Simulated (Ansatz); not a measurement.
Start from `C[SiH2]C(=O)O` and change one atom or group to get `O=C(O)O[SiH3]`.

Ansatz, PBE0-D4/def2-TZVP geometries, multiplicity 1. Each molecule was computed in one conformer, which needn't be the lowest.

```tsv
property	`C[SiH2]C(=O)O`
HOMO energy (PBE/def2-TZVPP) / eV	-6.27
HOMO–LUMO gap (B3LYP/def2-TZVPP) / eV	6.72
size of the dipole moment (B3LYP/def2-TZVPP) / D	0.97
LUMO energy (PBE0/def2-TZVPP) / eV	-0.59
HOMO energy (PBE0/def2-TZVPP) / eV	-7.78
HOMO–LUMO gap (ωB97M-V/def2-TZVPP) / eV	11.77
```

(1) Give the same properties after the change, and the shifts. (An estimate is asked.)

Results:

(1) Computed: 
| property | `O=C(O)O[SiH3]` | shift |
| --- | --- | --- |
| HOMO energy (PBE/def2-TZVPP) / eV | -6.99 | -0.72 |
| HOMO–LUMO gap (B3LYP/def2-TZVPP) / eV | 8.17 | 1.45 |
| size of the dipole moment (B3LYP/def2-TZVPP) / D | 0.39 | -0.58 |
| LUMO energy (PBE0/def2-TZVPP) / eV | -0.06 | 0.53 |
| HOMO energy (PBE0/def2-TZVPP) / eV | -8.74 | -0.96 |
| HOMO–LUMO gap (ωB97M-V/def2-TZVPP) / eV | 12.82 | 1.05 |

With PBE0 the HOMO falls by 0.96 eV and the LUMO rises by 0.53 eV, so the gap widens by about 1.49 eV. PBE moves the HOMO by -0.72 eV and ωB97M-V by -1.10 eV. The zero-point energy changes by -59.0 kJ/mol with -6 modes. Dipoles are sizes alone; their direction can turn.

B3LYP here is the variant with VWN-RPA as its local correlation; programs differ in this.
